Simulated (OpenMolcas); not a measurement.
An atom or ion with 5 electrons was computed by SS-RASPT2, IPEA 0.25 Eh, imaginary shift 0.1 Eh with spin-orbit coupling (OpenMolcas, ANO-RCC-VQZP, DKH2). The lowest levels that the run gave, each within 12 % of the measured value where one is at hand:

```
  J  Parity  E (eV)      g
1/2     odd  0.0000  0.666
3/2     odd  0.0196  1.334
1/2    even   7.019  2.671
3/2    even   7.026  1.735
5/2    even   7.038  1.601
3/2    even  12.524  0.800
5/2    even  12.524  1.200
1/2    even  16.256  2.002
1/2    even  18.140  0.666
3/2    even  18.154  1.334
3/2     odd  23.095  2.002
3/2     odd  25.171  0.800
```

**Question.** Which ion is it, and what are the configurations and terms?

**Answer.** N²⁺ (Z = 7, charge +2; active space 3 electrons in 9 orbitals (RAS2 2s 2p; RAS3 3d, at most 2 electrons)). J, parity and g give the terms where levels are pure, and mixed ones are named by the computed weights; the size of the splittings, set against known spectra of the 5-electron sequence, gives the charge. In order, with the measured energies in eV (Moore, Selected Tables of Atomic Spectra, NSRDS-NBS 3, section 5): 2s2 2p 2P* 1/2, 2s2 2p 2P* 3/2 (0.0216), 2s 2p2 4P 1/2, 2s 2p2 4P 3/2 (7.0977), 2s 2p2 4P 5/2 (7.1078), 2s 2p2 2D 3/2 (12.5262), 2s 2p2 2D 5/2 (12.5254), 2s 2p2 2S 1/2 (16.2425), 2s 2p2 2P 1/2 (18.0863), 2s 2p2 2P 3/2 (18.0999), 2p3 4S* 3/2 (23.1599), 2p3 2D* 3/2 (25.1798).

Active for correlation alone: 3d; no level in the range computed is led by a configuration that fills it, so any true level of that kind is missing. Measured partners are found by configuration, term and J. A level has none where our copy of the source lacks it or the pairing is in doubt (some pairs that miss far off the trend of their configuration count as doubtful), and it then counts in no deviation. Only configurations of the active space appear.

* marks odd parity.
